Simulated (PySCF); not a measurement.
H₂Sn, SMILES [SnH2+], charge +1, multiplicity 2.

Geometry optimised at PBE-D3(BJ)/def2-TZVPD. The def2 effective core potentials stand for the cores of Sn; spin–orbit coupling is left out.

All values below come from C-PCM-B3LYP/def2-TZVPD (PySCF 2.14.0).

The values are the electrostatic part of the solvation free energy, E(continuum) − E(gas) at the gas-phase geometry, in a cavity of scaled van der Waals radii (PySCF's table); cavitation and dispersion terms are not included. A continuum can't describe solvent molecules that bind to the metal.

Computed values in water (ε = 78.36), dimethylsulfoxide (ε = 46.83), cyclohexanone (ε = 15.62):
| solvent | ε | ΔG(elec) (kcal/mol) |
|---|---|---|
| water | 78.36 | -64.0 |
| dimethylsulfoxide | 46.83 | -63.5 |
| cyclohexanone | 15.62 | -60.7 |
